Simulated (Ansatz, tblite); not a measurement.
Forces on Pt2H4 at its B3LYP-D4/def2-TZVP geometry. Charge 0, multiplicity 1.

In the def2 sets Pt takes a core potential; there is no spin–orbit coupling. The xTB rows come from tblite. The structure comes from a short search, and lower isomers may exist.

GFN1-xTB (tblite), largest force 2.45 eV/Å:

```xyz
6
positions Å, forces eV/Å
Pt   -0.971   -0.820   -0.239    2.000    1.415   -0.061
Pt    0.971    0.817    0.242   -2.000   -1.417    0.064
H    -1.863   -0.509    0.948   -0.568    0.019    0.160
H     2.341    0.798    0.952    0.444    0.179   -0.154
H    -2.339   -0.797   -0.955   -0.445   -0.178    0.152
H     1.861    0.512   -0.948    0.569   -0.018   -0.161
```

GFN2-xTB (tblite), largest force 0.98 eV/Å:

```
Pt -0.842 0.502 -0.051
Pt 0.845 -0.498 0.045
H 0.533 0.009 0.001
H -0.759 0.135 -0.021
H 0.758 -0.136 0.028
H -0.535 -0.012 -0.002
```

HF/def2-TZVP (Ansatz), largest force 1.27 eV/Å:

```
Pt -1.032 -0.650 -0.343
Pt 1.033 0.653 0.337
H 0.183 0.058 -0.026
H -0.348 -0.020 -0.118
H 0.349 0.021 0.127
H -0.185 -0.061 0.023
```
